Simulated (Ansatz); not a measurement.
`FC(F)C(F)(F)C(F)F`. Total charge 0; spin multiplicity 1.

Cartesian coordinates in Å:
```
F 0.611 -0.908 2.142
C -0.064 -0.847 0.985
F -1.366 -0.607 1.257
C 0.482 0.311 0.142
F 1.743 0.009 -0.213
F 0.499 1.438 0.875
C -0.361 0.573 -1.111
F 0.263 1.472 -1.884
F -0.478 -0.583 -1.801
H 0.026 -1.800 0.457
H -1.357 0.941 -0.850
```

(1) List the harmonic frequencies (cm⁻¹, unscaled) at PBE0-D4/def2-TZVP in Ansatz. (Estimate.)

(2) Is this a minimum?

(3) Give the ideal-gas thermochemistry at 298.15 K and 1 bar (rigid rotor, harmonic oscillator; point group C2, symmetry number 2).

(4) And at 400, 500, 600, 800 and 1000 K?

## Answers

(1) Computed: 67, 77, 146, 231, 249, 275, 326, 418, 441, 572, 574, 617, 805, 868, 1088, 1146, 1147, 1178, 1195, 1260, 1291, 1376, 1384, 1420, 1434, 3114, 3115.

(2) Yes, all 27 modes are real.

(3) Zero-point energy 154.4 kJ/mol; H(298) − E = 178.6 kJ/mol; entropy 375.7 J/(mol·K), of which translation 171.5, rotation 115.2, vibration 88.9; G(298) − E = 66.6 kJ/mol. Modes under 100 cm⁻¹ are hindered rotations or soft bends, so the harmonic entropy is rough.

(4) 
| T (K) | H − E (kJ/mol) | S (J/mol/K) | G − E (kJ/mol) |
| --- | --- | --- | --- |
| 400 | 192.6 | 415.8 | 26.2 |
| 500 | 208.5 | 451.2 | -17.1 |
| 600 | 226.1 | 483.4 | -63.9 |
| 800 | 265.2 | 539.5 | -166.3 |
| 1000 | 307.8 | 586.9 | -279.1 |
